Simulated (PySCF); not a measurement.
**Radial density of Li⁺ (lithium, charge +1)**

r2SCANh, 1s2, closed-shell 1S. Computed with PySCF 2.14 in x2c-QZVPPall with one added diffuse shell each of s, p type (7s5p2d1f, 39 functions), with the spin-free X2C one-electron Hamiltonian (Gaussian nucleus).

| r (bohr) | 4πr²ρ (e/bohr) |
| --- | --- |
| 0.0105 | 0.01815 |
| 0.0177 | 0.04905 |
| 0.0297 | 0.1288 |
| 0.0500 | 0.3224 |
| 0.0842 | 0.7439 |
| 0.142 | 1.501 |
| 0.238 | 2.434 |
| 0.401 | 2.779 |
| 0.674 | 1.824 |
| 1.13 | 0.4985 |
| 1.91 | 0.03309 |
| 3.21 | 0.0001850 |

Densities and radii are taken from the X2C orbitals without a picture-change correction, which distorts them close to the nucleus.
